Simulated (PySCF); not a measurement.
## `InChI=1S/C2H3N.CH3.Ga.2H/c1-2-3;;;;/h1H3;1H3;;;`

Molfile (atoms numbered from 1):
```
C3H8GaN
     RDKit          3D

 13 12  0  0  0  0  0  0  0  0999 V2000
    2.8376   -0.7172    0.0404 C   0  0  0  0  0  0  0  0  0  0  0  0
    1.5249   -0.1960    0.2288 C   0  0  0  0  0  0  0  0  0  0  0  0
    0.4645    0.2181    0.3737 N   0  0  0  0  0  0  0  0  0  0  0  0
   -1.3468    1.0169    0.6983 Ga  0  0  0  0  0  4  0  0  0  0  0  0
   -2.5156   -0.0812   -0.5035 C   0  0  0  0  0  0  0  0  0  0  0  0
    2.7747   -1.7483   -0.3077 H   0  0  0  0  0  0  0  0  0  0  0  0
    3.3671   -0.1162   -0.6992 H   0  0  0  0  0  0  0  0  0  0  0  0
    3.3798   -0.6875    0.9856 H   0  0  0  0  0  0  0  0  0  0  0  0
   -0.9174    2.4477    0.3075 H   0  0  0  0  0  0  0  0  0  0  0  0
   -1.3118    0.7744    2.2223 H   0  0  0  0  0  0  0  0  0  0  0  0
   -2.2130    0.0060   -1.5535 H   0  0  0  0  0  0  0  0  0  0  0  0
   -3.5643    0.2288   -0.4482 H   0  0  0  0  0  0  0  0  0  0  0  0
   -2.4842   -1.1450   -0.2409 H   0  0  0  0  0  0  0  0  0  0  0  0
  1  2  1  0
  2  3  3  0
  3  4  1  0
  4  5  1  0
  1  6  1  0
  1  7  1  0
  1  8  1  0
  4  9  1  0
  4 10  1  0
  5 11  1  0
  5 12  1  0
  5 13  1  0
M  CHG  2   3   1   4  -1
M  END
```

Computed with GIAO wB97X-D/pcSseg-1 magnetisability, rotational g tensor and spin-rotation constants, non-relativistic, gas phase in PySCF. Geometry: GFN2-xTB.

The calculation is non-relativistic, which matters for the atoms heavier than Zn.

(1) How diamagnetic is it, and how anisotropic?

(2) Split it along the inertial axes a, b, c into diamagnetic and paramagnetic parts about the centre of mass, with the quadrupole moment.

(3) And the rotational g tensor?

Results:

(1) Isotropic -1182 × 10⁻³⁰ J/T², or -71.2 × 10⁻⁶ cm³/mol; principal values -1343, -1105, -1098 × 10⁻³⁰ J/T², anisotropy 241 × 10⁻³⁰ J/T² (root of half the summed squared differences of the principal values). The susceptibility is in cgs units.

(2) 
```csv
axis,χ (10⁻⁶ cm³/mol),diamagnetic (10⁻⁶ cm³/mol),paramagnetic (10⁻⁶ cm³/mol),summed x² of all electrons (Å²),quadrupole Θ (D Å)
a,-80.5,-252.6,172.2,222.3,+24.18
b,-66.5,-1011.5,945.0,43.4,-12.65
c,-66.6,-1127.4,1060.8,16.1,-11.52
```
Anisotropies 2χaa − χbb − χcc = -27.9 and 2χbb − χaa − χcc = +14.1 × 10⁻⁶ cm³/mol. Θ is traceless in Buckingham's convention.

(3) 
| axis | rotational constant (GHz) | g | nuclear part | electronic part |
| --- | --- | --- | --- | --- |
| a | 8.5410 | -0.0089 | 0.6819 | -0.6908 |
| b | 1.2995 | +0.0034 | 0.5803 | -0.5769 |
| c | 1.1616 | +0.0027 | 0.5816 | -0.5789 |

Asymmetric top; isotopes 12C, 69Ga, 1H, 14N; no vibrational averaging.
